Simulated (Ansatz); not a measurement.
Correlation energies of CH$_{3}$BO$_{2}$S (`OB1OC1S`) by basis set

| atom | x (Å) | y (Å) | z (Å) |
| --- | --- | --- | --- |
| O1 | -1.116 | 0.121 | -1.941 |
| B2 | -0.289 | -0.147 | -0.924 |
| O3 | 0.966 | -0.560 | -0.756 |
| C4 | 0.173 | -0.278 | 0.512 |
| S5 | 0.644 | 1.115 | 1.473 |
| H6 | -1.985 | 0.422 | -1.668 |
| H7 | 0.021 | -1.192 | 1.078 |
| H8 | 1.586 | 0.519 | 2.227 |

Total charge 0; spin multiplicity 1. The structure was optimised at the PBE0-D4/def2-TZVP level. It is one conformer, not always the lowest. Frozen core, restricted reference, the Gaussian-basis code of Ansatz. CBS rows extrapolate triple and quadruple zeta; past MP2 they add the triple-zeta difference.

```csv
basis,HF (Eh),MP2 corr.
def2-SVP,-611.30251,-0.71361
def2-TZVPP,-611.70018,-0.90318
def2-QZVPP,-611.72157,-0.97365
```

Estimate the CCSD correlation energy and the (T) correction in each basis where they were run (hartree).


```
     basis  CCSD corr.       (T)
  def2-SVP    -0.74554  -0.02295
def2-TZVPP    -0.92773  -0.04074
 CBS(def2)    -1.05040     as TZ
```
